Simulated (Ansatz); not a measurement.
Isolated molecules relaxed with PBE0-D4/def2-TZVP in Ansatz; ΔE leaves out vibrations. CBS: MP2 limit from def2 TZ/QZ plus the TZ coupled-cluster correction, frozen cores. DFT in def2-TZVPP. B3LYP here is the variant with VWN-RPA as its local correlation; programs differ in this. For Se outer-core shells are correlated without core-valence functions, which leaves a few kJ/mol of doubt a bond. Scalar relativity is left out up to krypton. One conformer a species, not always the lowest.

Reaction (substitution at a C–O bond): `CBOC` + `NC[SeH]` → `C[Se]CN` + `CBO`

| level | ΔE (kJ/mol) | difference from CCSD(T)/CBS |
| --- | --- | --- |
| PBE-D4 | -66.2 | -1.7 |
| r2SCAN-D4 | -66.0 | -1.5 |
| PBE0-D4 | -64.4 | 0.1 |
| B3LYP-D4 | -60.7 | 3.8 |
| ωB97X-V | -58.5 | 6.0 |
| ωB97M-V | -61.6 | 2.9 |
| B2PLYP | -61.7 | 2.8 |
| PBE | -64.0 | 0.5 |
| r2SCAN | -65.5 | -1.0 |
| PBE0 | -62.5 | 2.0 |
| B3LYP | -57.1 | 7.4 |
| HF/def2-TZVPP | -48.0 | 16.5 |
| MP2/def2-TZVPP | -71.8 | -7.3 |
| SCS-MP2/def2-TZVPP | -65.0 | -0.5 |
| CCSD/def2-TZVPP | -60.6 | 3.9 |
| CCSD(T)/def2-TZVPP | -63.2 | 1.3 |
| HF/def2-QZVPP | -47.2 | 17.3 |
| MP2/def2-QZVPP | -72.3 | -7.8 |
| SCS-MP2/def2-QZVPP | -65.7 | -1.2 |
| HF/CBS(def2) | -47.1 | 17.4 |
| MP2/CBS(def2) | -73.2 | -8.7 |
| CCSD/CBS(def2) | -62.0 | 2.5 |
| CCSD(T)/CBS | -64.5 | 0 |

Largest T1 diagnostic among the species: 0.012.

In def2-TZVPP, CCSD(T) changes the Hartree–Fock value by −15.2 kJ/mol (the triples alone add −2.6 kJ/mol) and MP2 by −23.8 kJ/mol. The D4 term adds −3.6 kJ/mol with B3LYP and −1.9 kJ/mol with PBE0; it sums over pairs of atoms, weighted by their polarisabilities, and B3LYP, whose exchange is more repulsive, gets the larger term.
